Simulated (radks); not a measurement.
Q: Species: Kr28+. Configuration: [He] 2s2 2p4. Calculated with a radial shooting solver on a logarithmic mesh with Libxc functionals: scalar-relativistic Kohn-Sham, r2SCAN, spin-polarised, spherical densities, finite nucleus; open shells are filled with parallel spins first; meta-GGA in the generalised Kohn-Sham scheme; Fermi nuclear charge, rms radius 4.1884 fm. Some entries of the table are withheld. Estimate them.

orbital,occ.,eigenvalue (eV),<1/r> (bohr^-1),<r^2> (bohr^2)
1s up,1,-15890.12,36.80,0.002310
1s down,1,-15870.73,36.84,0.002303
2s up,1,(1),8.545,0.03630
2s down,1,(2),8.495,0.03658
2p up,3,-3193.972,8.321,0.02802
2p down,1,-3157.029,8.285,0.02834
3s up,0,-1356.181,(3),0.2028
3s down,0,-1343.706,(4),0.2052
3p up,0,-1300.155,3.452,0.1891
3p down,0,-1286.354,3.436,0.1919

A: 
(1) 2s up eigenvalue (eV): -3375.500
(2) 2s down eigenvalue (eV): -3347.137
(3) 3s up <1/r> (bohr^-1): 3.528
(4) 3s down <1/r> (bohr^-1): 3.507
